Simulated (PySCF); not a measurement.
Working out the electron affinity of Sb

Sb⁻ [Kr] 4d10 5s2 5p4 (3P) → Sb [Kr] 4d10 5s2 5p3 (4S). Calculation: PySCF 2.14, in aug-cc-pVDZ-PP with ECP28MDF; scalar relativity through the core potential. Frozen: 4s2 4p6 4d10. Energies in hartree (1 hartree = 27.21139 eV):

| part | Sb⁻ (lower) | Sb (upper) |
| --- | --- | --- |
| UHF | -239.269386 | -239.273208 |
| CCSD correlation | -0.081675 | -0.060986 |
| (T) | -0.002288 | -0.000928 |

**Question.** What does Hartree-Fock give?

**Answer.** (-239.273208) − (-239.269386) = -0.003822 hartree = -0.104 eV.

**Question.** What do CCSD and CCSD(T) give?

**Answer.** The CCSD correlation energies differ by 0.020689 hartree = 0.563 eV and the triples by 0.001360 hartree = 0.037 eV, so CCSD gives 0.459 eV and CCSD(T) 0.496 eV.

Reference: 1.047 eV (measured; photodetachment measurements, as compiled on the Wikipedia data page of electron affinities), between the lowest levels; spin-orbit coupling is absent from the calculation.

A double-zeta basis recovers only part of the correlation energy.

What remains against the reference includes basis incompleteness, the frozen core and higher excitations.
